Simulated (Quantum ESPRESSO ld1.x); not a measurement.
Species: Rb III. Configuration: [Ar] 3d10 4s1 4p5 4f1 (not the ground configuration). Calculated with ld1.x of Quantum ESPRESSO 7.5: Dirac Kohn-Sham, PBE, spin-unpolarised, spherical densities, point nucleus; open shells are shared between the two j in proportion to 2j + 1. Some entries of the table are withheld. Estimate them.

orbital      occ.  eigenvalue (Ry)  <1/r> (bohr^-1)
1s1/2           2              (1)            37.88
2s1/2           2         -149.860            8.503
2p1/2           2         -136.139              (2)
2p3/2           4         -131.671              (3)
3s1/2           2         -24.1971            2.825
3p1/2           2         -19.2798            2.713
3p3/2           4         -18.6074            2.639
3d3/2           4         -10.0037            2.407
3d5/2           6         -9.88925            2.388
4s1/2           1         -4.34147           0.9677
4p1/2     1.66667         -3.11995           0.8554
4p3/2     3.33333         -3.04000           0.8379
4f5/2    0.428571              (4)           0.2166
4f7/2    0.571429              (5)           0.2166

Answer. 
(1) 1s1/2 eigenvalue (Ry): -1106.91
(2) 2p1/2 <1/r> (bohr^-1): 8.473
(3) 2p3/2 <1/r> (bohr^-1): 8.161
(4) 4f5/2 eigenvalue (Ry): -0.46534
(5) 4f7/2 eigenvalue (Ry): -0.46532
